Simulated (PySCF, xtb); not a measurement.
CF₂I, SMILES F[C](F)I, multiplicity 2.

Geometry optimised at B3LYP-D3(BJ)/def2-SVP. The isomer is the one that the SMILES or the coordinates give; other isomers of the formula were not compared. The def2 effective core potentials stand for the cores of I; spin–orbit coupling is left out.

Calculation: C-PCM-B3LYP/def2-SVP run with PySCF.

The values are the electrostatic part of the solvation free energy, E(continuum) − E(gas) at the gas-phase geometry, in a cavity of scaled van der Waals radii (PySCF's table); cavitation and dispersion terms are not included. The dipole moment in vacuum is 0.36 D.

Computed values in water (ε = 78.36), 2-propanol (ε = 19.26), benzene (ε = 2.27):
```csv
solvent,ε,ΔG(elec) (kcal/mol),dipole (D)
water,78.36,-0.9,0.47
2-propanol,19.26,-0.9,0.47
benzene,2.27,-0.5,0.42
```

For comparison, GFN2-xTB/ALPB(water) (xtb, at the GFN2-xTB geometry, all terms of that model) gives 0.1 kcal/mol.
